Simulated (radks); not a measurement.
Species: Cs IV. Configuration: [Kr] 4d10 5s2 5p4. Method: Dirac Kohn-Sham, XLYP, spin-unpolarised, spherical densities, finite nucleus; open shells fill j = l - 1/2 first; Fermi nuclear charge, rms radius 4.8041 fm; computed with a radial shooting solver on a logarithmic mesh with Libxc functionals. Some entries of the table are withheld. Estimate them.

| orbital | occ. | eigenvalue (hartree) | <1/r> (bohr^-1) | <r^2> (bohr^2) |
|---|---|---|---|---|
| 1s1/2 | 2 | (1) | 59.40 | (2) |
| 2s1/2 | 2 | -207.2562 | 13.92 | 0.01477 |
| 2p1/2 | 2 | -195.0652 | 13.90 | 0.01088 |
| 2p3/2 | 4 | -182.1117 | 12.73 | 0.01216 |
| 3s1/2 | 2 | -43.94172 | 4.989 | 0.1021 |
| 3p1/2 | 2 | -38.84671 | 4.901 | 0.09687 |
| 3p3/2 | 4 | -36.36478 | 4.611 | 0.1047 |
| 3d3/2 | 4 | -27.40574 | 4.470 | 0.08709 |
| 3d5/2 | 6 | -26.87872 | 4.396 | 0.08934 |
| 4s1/2 | 2 | -9.15998 | 2.037 | 0.5444 |
| 4p1/2 | 2 | (3) | (4) | 0.5902 |
| 4p3/2 | 4 | (5) | (6) | 0.6360 |
| 4d3/2 | 4 | -3.84662 | 1.603 | 0.7982 |
| 4d5/2 | 6 | -3.76208 | 1.579 | 0.8179 |
| 5s1/2 | 2 | -1.97323 | (7) | 3.135 |
| 5p1/2 | 2 | -1.49350 | 0.6974 | 3.960 |
| 5p3/2 | 2 | -1.42040 | 0.6678 | 4.266 |

Answer. 
(1) 1s1/2 eigenvalue (hartree): -1315.867
(2) 1s1/2 <r^2> (bohr^2): 0.0009249
(3) 4p1/2 eigenvalue (hartree): -7.33086
(4) 4p1/2 <1/r> (bohr^-1): 1.930
(5) 4p3/2 eigenvalue (hartree): -6.82285
(6) 4p3/2 <1/r> (bohr^-1): 1.836
(7) 5s1/2 <1/r> (bohr^-1): 0.7898
